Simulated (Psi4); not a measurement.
HOSi, charge +1, singlet, geometry from GFN2-xTB; MP2/aug-cc-pVDZ (Psi4 1.11).

Input for Psi4:
```
memory 2 GB

molecule {
1 1
  O    -0.00000000   -0.00000000   -0.88835384
  Si    0.00000000    0.00000000    0.64027396
  H    -0.00000000   -0.00000000   -1.85700467
}

set basis aug-cc-pvdz

energy('mp2')
print_variables()
```

### Question
Predict the main parts of the log of this Psi4 run.

### Answer

```
    SCF Algorithm Type (re)set to DF.

   => Loading Basis Set <=

    Name: AUG-CC-PVDZ
    Role: ORBITAL
    Keyword: BASIS

         ---------------------------------------------------------
                                   SCF
               by Justin Turney, Rob Parrish, Andy Simmonett
                          and Daniel G. A. Smith
                              RHF Reference
         ---------------------------------------------------------

  ==> Geometry <==

    Molecular point group: c2v
    Full point group: C_inf_v

    Geometry (in Angstrom), charge = 1, multiplicity = 1:

       Center              X                  Y                   Z               Mass
    ------------   -----------------  -----------------  -----------------  -----------------
         O            0.000000000000     0.000000000000    -0.929088200260    15.994914619570
         SI           0.000000000000     0.000000000000     0.599539599740    27.976926534650
         H            0.000000000000     0.000000000000    -1.897739030260     1.007825032230

  Running in c2v symmetry.

  Rotational constants: A = ************  B =      0.61317  C =      0.61317 [cm^-1]
  Rotational constants: A = ************  B =  18382.28092  C =  18382.28092 [MHz]
  Nuclear repulsion =   46.108977021417509

  Charge       = 1
  Multiplicity = 1
  Electrons    = 22
  Nalpha       = 11
  Nbeta        = 11

  ==> Algorithm <==

  SCF Algorithm Type is DF.
  DIIS enabled.
  MOM disabled.
  Fractional occupation disabled.
  Guess Type is SAD.
  Energy threshold   = 1.00e-08
  Density threshold  = 1.00e-08
  Integral threshold = 1.00e-12

  ==> Primary Basis <==

  Basis Set: AUG-CC-PVDZ
    Blend: AUG-CC-PVDZ
    Number of shells: 25
    Number of basis functions: 59
    Number of Cartesian functions: 63
    Spherical Harmonics?: true
    Max angular momentum: 2

   => Loading Basis Set <=

    Name: (AUG-CC-PVDZ AUX)
    Role: JKFIT
    Keyword: DF_BASIS_SCF

  ==> Integral Setup <==

  SCF_SUBTYPE=INCORE selected. In-core MEM_DF algorithm will be used.
  Using in-core AOs.

  ==> MemDFJK: Density-Fitted J/K Matrices <==

    J tasked:                   Yes
    K tasked:                   Yes
    wK tasked:                   No
    Algorithm:                 Core
    Schwarz Cutoff:           1E-12
    Mask sparsity (%):       0.0000
    Fitting Condition:        1E-10

   => Auxiliary Basis Set <=

  Basis Set: (AUG-CC-PVDZ AUX)
    Blend: AUG-CC-PVDZ-JKFIT
    Number of shells: 80
    Number of basis functions: 246
    Number of Cartesian functions: 286
    Spherical Harmonics?: true
    Max angular momentum: 3

  Minimum eigenvalue in the overlap matrix is 6.1717786608E-04.
  Reciprocal condition number of the overlap matrix is 1.0950669472E-04.
    Using symmetric orthogonalization.

  ==> Pre-Iterations <==

  SCF Guess: Superposition of Atomic Densities via on-the-fly atomic UHF (no occupation information).

   -------------------------
    Irrep   Nso     Nmo
   -------------------------
     A1        29      29
     A2         4       4
     B1        13      13
     B2        13      13
   -------------------------
    Total      59      59
   -------------------------

  ==> Iterations <==

                           Total Energy        Delta E     RMS |[F,P]|

   @DF-RHF iter SAD:  -363.64623675957739   -3.63646e+02   0.00000e+00
   @DF-RHF iter   1:  -364.06297500348421   -4.16738e-01   1.17384e-02 ADIIS/DIIS
   @DF-RHF iter   2:  -364.10222778384883   -3.92528e-02   8.13869e-03 ADIIS/DIIS
   @DF-RHF iter   3:  -364.13133976754011   -2.91120e-02   9.59227e-04 ADIIS/DIIS
   @DF-RHF iter   4:  -364.13192447303419   -5.84705e-04   6.76485e-05 DIIS
   @DF-RHF iter   5:  -364.13193012282704   -5.64979e-06   1.23796e-05 DIIS
   @DF-RHF iter   6:  -364.13193030892688   -1.86100e-07   1.96816e-06 DIIS
   @DF-RHF iter   7:  -364.13193031325568   -4.32880e-09   3.98538e-07 DIIS
   @DF-RHF iter   8:  -364.13193031344383   -1.88152e-10   9.27915e-08 DIIS
[...]

    Orbital Energies [Eh]
    ---------------------

    Doubly Occupied:

[...]
    Virtual:

[...]
    Final Occupation by Irrep:
             A1    A2    B1    B2
    DOCC [     7,    0,    2,    2 ]
    NA   [     7,    0,    2,    2 ]
    NB   [     7,    0,    2,    2 ]

  @DF-RHF Final Energy:  -364.13193031345412

   => Energetics <=

    Nuclear Repulsion Energy =             46.1089770214175090
    One-Electron Energy =                -589.7903939012323917
    Two-Electron Energy =                 179.5494865663607129
    Total Energy =                       -364.1319303134541201

Computation Completed

Properties will be evaluated at   0.000000,   0.000000,   0.000000 [a0]

Properties computed using the SCF density matrix

 Multipole Moments:

 ------------------------------------------------------------------------------------
     Multipole            Electronic (a.u.)      Nuclear  (a.u.)        Total (a.u.)
 ------------------------------------------------------------------------------------

 L = 1.  Multiply by 2.5417464519 to convert [e a0] to [Debye]
 Dipole X            :          0.0000000            0.0000000            0.0000000
 Dipole Y            :          0.0000000            0.0000000            0.0000000
 Dipole Z            :          1.8114328           -1.7704660            0.0409669
 Magnitude           :                                                    0.0409669

 ------------------------------------------------------------------------------------

  //>>>>>>>>>>>>>>>>>>>>>>>>>>>>>>>>>>>//
  //               DFMP2               //
  //<<<<<<<<<<<<<<<<<<<<<<<<<<<<<<<<<<<//

   => Loading Basis Set <=

    Name: (AUG-CC-PVDZ AUX)
    Role: RIFIT
    Keyword: DF_BASIS_MP2

	 --------------------------------------------------------
	                          DF-MP2
	      2nd-Order Density-Fitted Moller-Plesset Theory

	        Rob Parrish, Justin Turney, Andy Simmonett,
	           Ed Hohenstein, and C. David Sherrill
	 --------------------------------------------------------

   => Auxiliary Basis Set <=

  Basis Set: (AUG-CC-PVDZ AUX)
    Blend: AUG-CC-PVDZ-RI
    Number of shells: 59
    Number of basis functions: 187
    Number of Cartesian functions: 221
    Spherical Harmonics?: true
    Max angular momentum: 3

	 --------------------------------------------------------
	                 NBF =    59, NAUX =   187
	 --------------------------------------------------------
	   CLASS    FOCC     OCC    AOCC    AVIR     VIR    FVIR
	   PAIRS       0      11      11      48      48       0
	 --------------------------------------------------------

	-----------------------------------------------------------
	 ==================> DF-MP2 Energies <====================
	-----------------------------------------------------------
	 Reference Energy          =    -364.1319303134541201 [Eh]
	 Singles Energy            =      -0.0000000000000000 [Eh]
	 Same-Spin Energy          =      -0.0682986355969307 [Eh]
	 Opposite-Spin Energy      =      -0.2042642086852208 [Eh]
	 Correlation Energy        =      -0.2725628442821515 [Eh]
	 Total Energy              =    -364.4044931577362831 [Eh]
	-----------------------------------------------------------
	 ================> DF-SCS-MP2 Energies <==================
	-----------------------------------------------------------
	 SCS Same-Spin Scale       =       0.3333333333333333 [-]
	 SCS Opposite-Spin Scale   =       1.2000000000000000 [-]
	 SCS Same-Spin Energy      =      -0.0227662118656436 [Eh]
	 SCS Opposite-Spin Energy  =      -0.2451170504222650 [Eh]
	 SCS Correlation Energy    =      -0.2678832622879085 [Eh]
	 SCS Total Energy          =    -364.3998135757420300 [Eh]
	-----------------------------------------------------------

  Variable Map:
  ----------------------------------------------------------------------------
[...]
  Array Variable Map:
  ----------------------------------------------------------------------------
[...]
[...]
```
